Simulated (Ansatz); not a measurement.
## A ladder of methods for CH6BNO2 (SMILES COB(N)O)

CH6BNO2 has 11 atoms, charge 0, and is taken as a singlet. SMILES: `COB(N)O`. Geometry: relaxed at PBE0-D4/def2-TZVP. This is one conformer, not always the lowest.

```xyz
11

C     0.7135    0.8516    1.1297
O    -0.4467    0.1025    0.8785
B    -0.6440   -0.5067   -0.3384
N     0.2758   -0.4319   -1.4037
O    -1.8010   -1.2231   -0.5148
H     0.8013    1.7018    0.4431
H     0.6544    1.2386    2.1476
H     1.6169    0.2360    1.0476
H     1.1441    0.0663   -1.3669
H     0.0952   -0.8909   -2.2775
H    -2.3441   -1.2011    0.2754
```

Each level gives the vertical ionisation energy (to the doublet cation) (eV). The values are calculated.

| level | kind | program | value (eV) | less CCSD(T)/6-31G* | CPU time (all runs) |
| --- | --- | --- | --- | --- | --- |
| HF/6-31G* (spherical functions) | Hartree–Fock | Ansatz | 8.80 | -0.73 | 8.2 s |
| revPBE/6-31G* (spherical functions) | GGA | Ansatz | 9.16 | -0.37 | 27 s |
| r2SCAN/6-31G* (spherical functions) | meta-GGA | Ansatz | 9.41 | -0.12 | 48 s |
| B3LYP/6-31G* (spherical functions) | global hybrid | Ansatz | 9.58 | +0.05 | 29 s |
| CAM-B3LYP/6-31G* (spherical functions) | range-separated hybrid | Ansatz | 9.77 | +0.24 | 36 s |
| wB97M-V/6-31G* (spherical functions) | range-separated hybrid | Ansatz | 9.81 | +0.28 | 5.2 min |
| PBE-QIDH/6-31G* (spherical functions) | double hybrid | Ansatz | 9.84 | +0.31 | 30 s |
| MP2/6-31G* (spherical functions) | perturbation theory | Ansatz | 9.75 | +0.22 | 9.9 s |
| CCSD(T)/6-31G* (spherical functions) | coupled cluster or CI | Ansatz | 9.53 | 0.00 | 2.2 min |

Differences are taken from CCSD(T)/6-31G* (spherical functions) for orientation; it has basis-set and higher-order errors of its own. The values span 8.80 to 9.84 eV. Times are those of the runs behind each value, whatever else they computed, on shared processors of several kinds: orders of magnitude only.
